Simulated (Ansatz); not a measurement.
Ansatz results at the PBE0-D4/def2-TZVP geometry: size of the dipole moment (B3LYP/def2-TZVPP) 0.92 D; HOMO energy (B3LYP/def2-TZVPP) -7.12 eV; HOMO–LUMO gap (PBE0/def2-TZVPP) 7.89 eV.

Each molecule was computed in one conformer, which needn't be the lowest.

Problem. Which molecule gave them?
A. `CC(F)[SiH2]N`
B. `CC1=C(O)C1`
C. `FCNC[SiH3]`
D. `C=C(Cl)[SiH2]S`

Solution. C. The others give `C=C(Cl)[SiH2]S`: 2.04, -7.36, 6.60; `CC(F)[SiH2]N`: 2.87, -7.12, 7.67; `CC1=C(O)C1`: 2.10, -5.95, 6.81.

B3LYP here is the variant with VWN-RPA as its local correlation; programs differ in this.
